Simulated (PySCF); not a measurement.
Input for PySCF: R-HF/3-21G on H4OSi (SMILES O[SiH3]).

```python
from pyscf import gto, scf, dft, mp
from pyscf.data.elements import chemcore

mol = gto.M(
    atom='''
    O     0.66342640    0.15262200    3.24847556
    Si   -0.53798804   -0.89345540    3.64609395
    H     0.68346707    0.50457038    2.34727139
    H    -1.88665240   -0.28611702    3.49679748
    H    -0.32687563   -1.26234895    5.06210685
    H    -0.51198889   -2.12471476    2.81342671
    ''',
    basis='3-21g',
    charge=0, spin=0, verbose=3, max_memory=1800)
mf = scf.RHF(mol)
mf.conv_tol = 1e-8
mf.max_cycle = 100
mf.kernel()
if not mf.converged:
    mf = mf.newton().run(mf.mo_coeff, mf.mo_occ)
```

Output:

```
converged SCF energy = -364.178171128452
```

The calculation finished and met its thresholds.

Cost: about 0.11 core-seconds (a rough figure).
